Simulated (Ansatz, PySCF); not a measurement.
The pair A = HBr (SMILES Br) (first 2 atoms), B = Si2H6 (SMILES [SiH3][SiH3]); geometry from B3LYP-D3(BJ)/def2-TZVP.
(charge 0, multiplicity 1):
| atom | x (Å) | y (Å) | z (Å) |
|---|---|---|---|
| Br | -0.4993 | 0.2664 | -0.2040 |
| H | 0.2614 | -0.5713 | 0.6674 |
| Si | 0.7735 | -1.0094 | 3.7237 |
| Si | -0.7551 | 0.7669 | 3.8227 |
| H | 2.0681 | -0.6267 | 4.3365 |
| H | 1.0430 | -1.4013 | 2.3133 |
| H | 0.2423 | -2.2025 | 4.4254 |
| H | -0.9876 | 1.1171 | 5.2454 |
| H | -2.0425 | 0.3715 | 3.2069 |
| H | -0.2133 | 1.9507 | 3.1171 |

Correlated levels freeze the cores. Filled d and f shells under p-block atoms count as core. CBS: X⁻³ extrapolation of the correlation energy, Hartree–Fock from the larger set. MP2 and its Hartree–Fock in def2-TZVPPD are density fitted.

The values were computed with Ansatz (a quantum-chemistry and plane-wave program); PySCF for the dispersion terms. 

The monomers are drawn apart, rigid, along the line of their centres of mass. Counterpoise-corrected interaction energies (kcal/mol):

```tsv
level	R = 4.817 Å	R = 5.617 Å
PBE/def2-TZVPPD	-0.5043	-0.1841
PBE-D3(BJ)/def2-TZVPPD	-1.2218	-0.4973
wB97M-V/def2-TZVPPD	-0.8408	-0.3530
MP2/CBS(def2-SVPD, def2-TZVPPD) + ΔCCSD(T)/def2-SVPD	-0.8672	-0.3626
```

R is the distance of the centres of mass. Find the local exponent m of E ∝ R⁻ᵐ between the two points.


m = ln(E₁/E₂)/ln(R₂/R₁): PBE/def2-TZVPPD 6.6; PBE-D3(BJ)/def2-TZVPPD 5.8; wB97M-V/def2-TZVPPD 5.6; MP2/CBS(def2-SVPD, def2-TZVPPD) + ΔCCSD(T)/def2-SVPD 5.7. For scale, two fixed dipoles give m = 3, dipole and quadrupole 4, quadrupoles 5, and dispersion or dipole-induced dipole 6 at long range; at these distances several terms mix, and what is left of overlap and damping shifts m, so it need not match one of them.
